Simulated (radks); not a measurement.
Q: Neutral chlorine is in [Ne] 3s2 3p(1/2: 2, 3/2: 3). All-electron calculation, Dirac Kohn-Sham, PBE, spin-unpolarised, spherical densities, finite nucleus; Fermi nuclear charge, rms radius of each element as measured or else 0.836 A^(1/3) + 0.57 fm. Program: a radial shooting solver on a logarithmic mesh with Libxc functionals. Sub-shells are occupied by j as written (lower j first in brackets). One electron is removed from 2p3/2, 3p1/2, 3p3/2, 3s1/2 in turn, with full relaxation. Which removal costs least, and what does each cost?

A: 3p3/2 13.822 eV; 3p1/2 13.964 eV; 3s1/2 26.577 eV; 2p3/2 209.55 eV. The 3p3/2 electron leaves first.
